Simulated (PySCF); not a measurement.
## Oscillator strengths, rates and cross-sections

Compound: C₈H₇Br.
SMILES: `C=C1C=CC=C(Br)C=C1`

Method used: TDDFT PBE0/def2-SVPD, vertical, gas phase, core orbitals frozen in the response (PySCF 2.14.0, density-fitted response routines). Geometry: PBE0-D3(BJ)/def2-SVP; no solvent, vibrations or thermal averaging. The PBE0/def2-SVPD calculation is non-relativistic and has no spin–orbit coupling, an omission that weighs most on bromine.

Relations used (vacuum, state to state): A = 0.6670 f ν̃² s⁻¹ (ν̃ in cm⁻¹); τ = 1/A; f = (2/3) ΔE |μ|² in atomic units; ∫σ dE = 109.76 f Mb·eV.

Only emission to the ground state at the vertical energy is counted.

Energies and rates of the computed singlets with f of 0.002 or more:

```
state  E (eV)   A (s⁻¹)
   S1    2.57  4.57×10⁶
   S2    4.34  2.10×10⁸
   S4    4.98  3.00×10⁸
```

Q: Go back from the rates to the oscillator strengths and transition dipoles.

A: f = A / (0.6670 ν̃²), and |μ| follows from f:

```csv
state,f,|μ| (D),τ,"main configurations (H = HOMO, L = LUMO)"
S1,0.016,1.28,220 ns,H→L (98%)
S2,0.258,3.96,4.8 ns,H→L+1 (83%)
S4,0.279,3.84,3.3 ns,H-1→L (88%)
```

Q: What is the integrated cross-section of all computed states together?

A: Σf = 0.553 over S1 to S6, so 109.76 × Σf ≈ 60.7 Mb·eV.

Q: How much energy does a mole of photons resonant with S4 carry?

A: 4.978 eV × 96.485 = 480 kJ/mol (115 kcal/mol).

Q: By what factor does the largest A in the list exceed the smallest?

A: S4 has 66 times the rate of S1.
